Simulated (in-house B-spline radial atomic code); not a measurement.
## PBE0 excitations of Ne8+

Method: PBE0. Computed with a B-spline radial code for spherical atoms: linear response of the closed shell 1s2 with the functional's adiabatic kernel; non-relativistic, point nucleus, no spin-orbit coupling, no double excitations, S, P, D and F terms only.

Command:
```bash
python run_td.py task.json out
```
Settings (radii: box in bohr, nucleus in fm):
```
Z                        10
electrons                2
configuration            1s2
hamiltonian              nr
method                   pbe0
box_radius               11.59
intervals                47
```

Cost of the run: 0.1 s on 1 thread of Arm Neoverse N1, on a shared host.

The lowest states, in the order of their Tamm-Dancoff energies; the method's threshold (minus the highest occupied level) is 1150.03 eV. Labels give the largest channel, * marks a mixed state, and oscillator strengths are full-response dipole values. Semilocal kernels can invert the small singlet-triplet splittings of Rydberg terms. Energies in eV:

```json
{"state": "1s → 2s 3S", "full response": "888.10", "Tamm-Dancoff": "888.12", "oscillator strength": "-"}
{"state": "1s → 2s 1S", "full response": "898.07", "Tamm-Dancoff": "898.17", "oscillator strength": "-"}
{"state": "1s → 2p 3P", "full response": "898.93", "Tamm-Dancoff": "898.96", "oscillator strength": "-"}
{"state": "1s → 2p 1P", "full response": "905.92", "Tamm-Dancoff": "905.95", "oscillator strength": "0.683"}
{"state": "1s → 3s 3S", "full response": "1039.27", "Tamm-Dancoff": "1039.27", "oscillator strength": "-"}
{"state": "1s → 3s 1S", "full response": "1041.75", "Tamm-Dancoff": "1041.77", "oscillator strength": "-"}
{"state": "1s → 3p 3P", "full response": "1042.62", "Tamm-Dancoff": "1042.63", "oscillator strength": "-"}
{"state": "1s → 3p 1P", "full response": "1044.42", "Tamm-Dancoff": "1044.42", "oscillator strength": "0.137"}
{"state": "1s → 3d 3D", "full response": "1045.40", "Tamm-Dancoff": "1045.40", "oscillator strength": "-"}
{"state": "1s → 3d 1D", "full response": "1045.48", "Tamm-Dancoff": "1045.48", "oscillator strength": "-"}
{"state": "1s → 4s 3S", "full response": "1088.95", "Tamm-Dancoff": "1088.95", "oscillator strength": "-"}
{"state": "1s → 4s 1S", "full response": "?", "Tamm-Dancoff": "?", "oscillator strength": "-"}
{"state": "1s → 4p 3P", "full response": "1090.34", "Tamm-Dancoff": "1090.34", "oscillator strength": "-"}
{"state": "1s → 4p 1P", "full response": "1091.07", "Tamm-Dancoff": "1091.07", "oscillator strength": "0.0514"}
{"state": "1s → 4d 3D", "full response": "1091.39", "Tamm-Dancoff": "1091.39", "oscillator strength": "-"}
{"state": "1s → 4d 1D", "full response": "1091.43", "Tamm-Dancoff": "1091.43", "oscillator strength": "-"}
{"state": "1s → 4f 3F", "full response": "1092.05", "Tamm-Dancoff": "1092.05", "oscillator strength": "-"}
{"state": "1s → 4f 1F", "full response": "?", "Tamm-Dancoff": "?", "oscillator strength": "-"}
```

Q: Where does 1s → 4s 1S lie?

A: At 1089.94 eV in full response, 1089.95 eV in Tamm-Dancoff.

Q: Where does 1s → 4f 1F lie?

A: At 1092.05 eV in full response, 1092.06 eV in Tamm-Dancoff.

Q: How large is the singlet-triplet splitting of 1s → 2s (S terms) in Tamm-Dancoff?

A: 10 eV, from the unrounded values.

Q: What polarisabilities and dispersion coefficient does the method give?

A: Dipole 0.00106 bohr³, quadrupole 4.11e-05 bohr⁵, C6 3.285e-05 hartree·bohr⁶ for two such species.
